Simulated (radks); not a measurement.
Species: P2+. Configuration: [Ne] 3p1 4s2 (not the ground configuration).

All-electron calculation, Dirac Kohn-Sham, exchange-only PBE, spin-unpolarised, spherical densities, finite nucleus; open shells fill j = l - 1/2 first; Fermi nuclear charge, rms radius 3.1889 fm. Program: a radial shooting solver on a logarithmic mesh with Libxc functionals.

Energy parts (eV):
| part | energy |
|---|---|
| total | -9211.313 |
| kinetic | 9258.007 |
| electron-nucleus | -21551.178 |
| Hartree | 3666.786 |
| exchange | -584.928 |

Orbitals (lengths in bohr, moments of r in powers of bohr; r(max) is where P^2 peaks):
| orbital | occ. | eigenvalue (eV) | r(max) |
|---|---|---|---|
| 1s1/2 | 2 | -2125.040 | 0.06763 |
| 2s1/2 | 2 | -212.2477 | 0.4182 |
| 2p1/2 | 2 | -163.6337 | 0.3517 |
| 2p3/2 | 4 | -162.7057 | 0.3534 |
| 3p1/2 | 1 | -32.0582 | 1.542 |
| 3p3/2 | 0 | -31.9530 | 1.547 |
| 4s1/2 | 2 | -14.4490 | 3.534 |

The highest occupied level is 4s1/2 at -14.449 eV. The configuration is held as typed, so some empty levels lie below it. Summed over all electrons, <r^2> = 37.90 bohr^2, which gives a Langevin (diamagnetic) susceptibility term of -30 x 10^-6 cm^3/mol.
